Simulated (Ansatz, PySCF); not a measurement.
Complex: CH3F (SMILES CF) (first 5 atoms) with CHN (SMILES C#N); geometry from B3LYP-D3(BJ)/def2-TZVP, rigid monomers moved along the line of their centres of mass till F2···H8 is 2.34 Å.
(charge 0, multiplicity 1):
```xyz
8

C     -0.08324     0.48592    -0.50535
F     -0.15484    -0.67061     0.28179
H      0.83968     0.44876    -1.08227
H     -0.94935     0.50293    -1.16531
H     -0.08756     1.35383     0.15366
C     -0.27801    -0.18257     3.63230
N     -0.30981     0.21177     4.70853
H     -0.24758    -0.53705     2.62112
```

Interaction energies are E(AB) − E(A) − E(B) at the monomers' geometry in the complex; basis-set methods are counterpoise corrected. Rows marked so take none.

Correlated levels freeze the cores. Rows in 6-311+G**, 6-31G* carry no dispersion term and start afresh at each structure (6-31G* with six Cartesian d functions).

Programs: Ansatz (Gaussian orbitals); PySCF for 6-311+G** rows, 6-31G* rows. Values without a source in brackets are computed.

Question: Estimate the interaction energy that B3LYP/6-31G* (no counterpoise) returns for this input.

Answer: -5.0 kcal/mol

Ansatz is a first-principles code.
